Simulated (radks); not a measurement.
Values are calculated unless marked as measured or tabulated.
Effect of the nuclear size on the zirconium ion Zr26+, [Ne] 3s2 3p2. Code: a radial shooting solver on a logarithmic mesh with Libxc functionals. Model: Dirac Kohn-Sham, exchange-only LDA, spin-unpolarised, spherical densities, finite nucleus; open shells fill j = l - 1/2 first; Fermi nuclear charge, rms radius 4.2694 fm. The rms radius is varied about that value; shifts are against it.

[
 {"rms radius (fm)": "3.6034", "total energy shift (eV)": "-0.316", "density at nucleus (e/bohr^3)": "7.618e+04", "1s1/2 shift (meV)": "-133", "2s1/2 shift (meV)": "-14.3", "2p1/2 shift (meV)": "0.975", "3s1/2 shift (meV)": "-3.38", "3p1/2 shift (meV)": "0.256", "4s1/2 (empty) shift (meV)": "-1.26"},
 {"rms radius (fm)": "3.8723", "total energy shift (eV)": "-0.194", "density at nucleus (e/bohr^3)": "7.564e+04", "1s1/2 shift (meV)": "-81.6", "2s1/2 shift (meV)": "-8.76", "2p1/2 shift (meV)": "0.599", "3s1/2 shift (meV)": "-2.08", "3p1/2 shift (meV)": "0.157", "4s1/2 (empty) shift (meV)": "-0.776"},
 {"rms radius (fm)": "4.2694", "total energy shift (eV)": "0", "density at nucleus (e/bohr^3)": "7.492e+04", "1s1/2 shift (meV)": "0.000", "2s1/2 shift (meV)": "0.000", "2p1/2 shift (meV)": "0.000", "3s1/2 shift (meV)": "0.000", "3p1/2 shift (meV)": "0.000", "4s1/2 (empty) shift (meV)": "0.000"},
 {"rms radius (fm)": "4.406", "total energy shift (eV)": "0.0708", "density at nucleus (e/bohr^3)": "7.469e+04", "1s1/2 shift (meV)": "29.7", "2s1/2 shift (meV)": "3.19", "2p1/2 shift (meV)": "-0.218", "3s1/2 shift (meV)": "0.757", "3p1/2 shift (meV)": "-0.057", "4s1/2 (empty) shift (meV)": "0.283"},
 {"rms radius (fm)": "4.9312", "total energy shift (eV)": "0.361", "density at nucleus (e/bohr^3)": "7.387e+04", "1s1/2 shift (meV)": "152", "2s1/2 shift (meV)": "16.3", "2p1/2 shift (meV)": "-1.11", "3s1/2 shift (meV)": "3.87", "3p1/2 shift (meV)": "-0.293", "4s1/2 (empty) shift (meV)": "1.44"}
]

Slopes of the eigenvalues against <r^2> in GHz/fm^2, as finite differences over the two radii next to the reference (eigenvalue slopes, not the field-shift constants of lines): 1s1/2 6090, 2s1/2 654, 2p1/2 -44.7, 3s1/2 155, 3p1/2 -11.7, 4s1/2 (empty) 58.0.
